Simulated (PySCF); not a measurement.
Coordinates in bohr (charge 0 multiplicity 2):
```
Ge    0.0000    0.0000   -0.1356
O     0.0000    0.0000   -3.2651
F     0.0000    0.0000    3.2755
```

Computed with UPBE0/[Ge def2-TZVP, O def2-TZVP, F def2-TZVP], no relativity, density fitting, PySCF.

This geometry of GeOF is a stationary point at this level.

Problem. What is the point group?

Solution. C∞v.

Problem. Is it a minimum?

Solution. No: it has 2 imaginary modes (one degenerate set), at 271i cm⁻¹ (π).

Problem. Which band is strongest in the infrared?

Solution. 546 cm⁻¹ (σ+), 71 km/mol.

Problem. Give the atomic charges and bond orders.

Solution. 
```json
{"atom": "Ge1", "Mulliken": "0.76", "Löwdin": "0.51", "polar tensor": "0.64", "spin (Mulliken)": "0.55", "Mayer order to Ge1": "–"}
{"atom": "O2", "Mulliken": "-0.42", "Löwdin": "-0.30", "polar tensor": "-0.27", "spin (Mulliken)": "0.31", "Mayer order to Ge1": "2.01"}
{"atom": "F3", "Mulliken": "-0.34", "Löwdin": "-0.21", "polar tensor": "-0.37", "spin (Mulliken)": "0.14", "Mayer order to Ge1": "0.89"}
```

This need not be the most stable arrangement of these atoms. At this level a doublet minimum of Cs symmetry lies 79 kJ/mol below this structure.
